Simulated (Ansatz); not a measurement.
Be2Te⁺, relaxed as a doublet with UKS PBE-D4/def2-TZVP in Ansatz, starting from the GFN1-xTB geometry. Force threshold 0.02 eV/Å.

In the def2 sets Te takes a core potential; there is no spin–orbit coupling. The structure comes from a short search, and lower isomers may exist.

Start:

Cartesian coordinates in Å:
```
Be 0.5768 1.0499 0.1808
Be -0.3171 -0.5277 1.0431
Te -0.2597 -0.5222 -1.2239
```

(1) Estimate the energy that the relaxation releases and the steps that it takes.

(2) Does the start keep its bonding and symmetry?

(3) Predict the relaxed structure.

Answers

(1) 0.7 kcal/mol, in 4 steps; 4.3 s on 4 threads of Arm Neoverse V2 on a shared host. No frequencies were taken in this run, so the end may be a saddle point.

(2) By distances, no bond broke or formed. The bond that changes most is Be1–Te3, from 2.27 to 2.24 Å (atoms count from 1). Point group C2v at the start, C2v at the end, both within 0.05 Å.

(3) 
```xyz
3

Be    0.591    1.073    0.148
Be   -0.338   -0.565    1.044
Te   -0.253   -0.508   -1.191
```
Bond lengths (bridged metal pairs left out): 2 × Be–Te 2.24 Å.
